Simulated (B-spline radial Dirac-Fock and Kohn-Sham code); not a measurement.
Sb²⁺ 3p1/2: cross section and angular parameters

System: antimony as Sb²⁺, [Kr] 4d10 5s2 5p1; threshold 828.6 eV (orbital energy of the model). The computed values come from a radial finite-basis atomic code: Dirac-Hartree-Slater photoionisation with a Latter tail; cross sections with all multipoles, angular parameters from the dipole term and its interference with E2.

For linearly polarised light dσ/dΩ = σ/(4π) [1 + β P₂(cos θ) + (δ + γ cos²θ) sin θ cos φ], with θ from the polarisation vector and φ the angle between the beam and the projection of the electron momentum on the plane normal to the polarisation.

```
hν (eV)  σ (kb)      β       γ      δ
    946     115  0.918   0.281  0.117
   1020     106  1.125   0.341  0.074
   1730    50.9  1.570  -0.003  0.003
   2660    23.0  1.606   0.051  0.003
   4000    9.60  1.561   0.334  0.011
   4050    9.34  1.559   0.345  0.011
   4730    6.53  1.528   0.488  0.016
   5200    5.22  1.507   0.582  0.020
   6140    3.47  1.465   0.759  0.029
   7210       ?      ?       ?      ?
 9251.7    1.20  1.343   1.226  0.061
  11200   0.710  1.277   1.452  0.083
  11300   0.693  1.274   1.462  0.084
  11900   0.600  1.255   1.523  0.091
  12000   0.586  1.252   1.533  0.092
  12700   0.499  1.232   1.600  0.100
  13800   0.394  1.201   1.697  0.112
```

Question: Give the values at 7210 eV.

Answer: σ = 2.31 kb, β = 1.421, γ = 0.939, δ = 0.039.
